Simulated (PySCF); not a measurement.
Ligands exchanged one at a time, Si NH2-SH. Isolated molecules, 0 K electronic values unless said otherwise. One relaxed conformer stands for each flexible species; it need not be the lowest. Strings in code marks are SMILES.

Method: PySCF with PBE-D3(BJ)/def2-TZVP // B3LYP-D3(BJ)/def2-TZVP. All candidates: neutral, multiplicity 1. 

```
Item              Value
-------------  --------
LUMO           -0.19 eV
HOMO           -5.57 eV
HOMO–LUMO gap   5.38 eV
```

Q: Name which member has these values.
A. `N[Si](S)(S)S`
B. `S[Si](S)(S)S`
C. `N[Si](N)(N)S`
D. `N[Si](N)(S)S`

A: C, `N[Si](N)(N)S`. The others give `N[Si](N)(S)S`: -0.49 eV, -5.92 eV, 5.43 eV; `S[Si](S)(S)S`: -1.80 eV, -6.06 eV, 4.25 eV; `N[Si](S)(S)S`: -0.95 eV, -6.13 eV, 5.19 eV
